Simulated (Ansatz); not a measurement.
C₂H₇BOSi (`CC1B[SiH2]O1`). Total charge 0; spin multiplicity 1.

Cartesian coordinates in Å:
```
C 1.163 0.671 1.005
C 0.423 -0.435 0.272
B 0.217 -0.207 -1.279
Si -1.710 -0.305 -0.740
O -0.957 -0.529 0.743
H 0.739 1.653 0.779
H 2.218 0.677 0.725
H 1.083 0.514 2.083
H 0.927 -1.394 0.472
H 1.032 -0.075 -2.137
H -2.590 0.899 -0.771
H -2.546 -1.469 -1.153
```

Q: What are the harmonic wavenumbers in cm⁻¹ at PBE0-D4/def2-TZVP (Ansatz, finite differences of forces, unscaled)? (An estimate is asked.)

A: Computed: 76, 189, 251, 360, 416, 491, 632, 670, 756, 781, 815, 859, 902, 943, 956, 988, 1065, 1125, 1263, 1298, 1388, 1471, 1493, 2191, 2193, 2681, 2984, 3047, 3123, 3134.

Q: Is this a minimum?

A: Yes, all 30 modes are real.

Q: Give the ideal-gas thermochemistry at 298.15 K and 1 bar (rigid rotor, harmonic oscillator; point group C1, symmetry number 1).

A: Zero-point energy 230.5 kJ/mol; H(298) − E = 249.8 kJ/mol; entropy 327.0 J/(mol·K), of which translation 164.4, rotation 108.4, vibration 54.2; G(298) − E = 152.3 kJ/mol. Modes under 100 cm⁻¹ are hindered rotations or soft bends, so the harmonic entropy is rough.

Q: And at 400, 500, 600, 800 and 1000 K?

A: 
```json
{"T (K)": "400", "H − E (kJ/mol)": "262.0", "S (J/mol/K)": "361.9", "G − E (kJ/mol)": "117.2"}
{"T (K)": "500", "H − E (kJ/mol)": "276.4", "S (J/mol/K)": "394.0", "G − E (kJ/mol)": "79.4"}
{"T (K)": "600", "H − E (kJ/mol)": "292.8", "S (J/mol/K)": "423.8", "G − E (kJ/mol)": "38.5"}
{"T (K)": "800", "H − E (kJ/mol)": "330.2", "S (J/mol/K)": "477.4", "G − E (kJ/mol)": "-51.7"}
{"T (K)": "1000", "H − E (kJ/mol)": "372.0", "S (J/mol/K)": "524.0", "G − E (kJ/mol)": "-152.0"}
```

Q: Rotational constants (cm⁻¹)?

A: 0.2865, 0.1046, 0.08834.
